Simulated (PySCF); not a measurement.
Radial density of Ar (argon, neutral)

UHF, [Ne] 3s2 3p5 4s1, high-spin 3P determinant (an excited configuration). Calculation: PySCF 2.14, in aug-cc-pV(T+d)Z with one added diffuse shell each of s, p, d, f type (7s6p5d3f, 71 functions); no relativity, point nucleus.

```
r (bohr)  4πr²ρ (e/bohr)  4πr²(ρα − ρβ)
 0.00174          0.1366         0.0000
 0.00292          0.3706         0.0001
 0.00491          0.9757         0.0002
 0.00826           2.448         0.0006
  0.0139           5.658         0.0015
  0.0234           11.41         0.0033
  0.0393           18.34         0.0075
  0.0661           20.66         0.0214
   0.111           15.72         0.0701
   0.187           16.40         0.1606
   0.315           20.95         0.1285
   0.529           9.697         0.0062
   0.890           4.537         0.5204
    1.50           4.732         0.6840
    2.52           1.044         0.2054
    4.24          0.2518         0.2253
    7.13          0.1075         0.1075
    12.0        0.003194         0.0032
```

The outer electron is Rydberg-like, and this basis confines it to a smaller radius and binds it less than a complete one would.
